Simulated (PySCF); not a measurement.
C2H5In, SMILES [InH2][CH]=C.

Geometry: PBE-D3(BJ)/def2-SVP. The def2 effective core potentials stand for the cores of In; spin–orbit coupling is left out.

These are PySCF with PBE/def2-TZVPD values and carry that method's errors.

Symmetry labels are those of the subgroup Cs that the program uses (full group Cs).

Computed valence orbital energies around the gap with their symmetry:
```csv
orbital,symmetry,energy (eV)
HOMO−7,A',-18.09
HOMO−6,A',-13.69
HOMO−5,A',-11.15
HOMO−4,A',-10.21
HOMO−3,A',-9.26
HOMO−2,A',-6.88
HOMO−1,A",-6.87
HOMO,A',-6.43
LUMO,A",-2.58
LUMO+1,A",-0.83
LUMO+2,A',-0.65
LUMO+3,A',-0.20
```
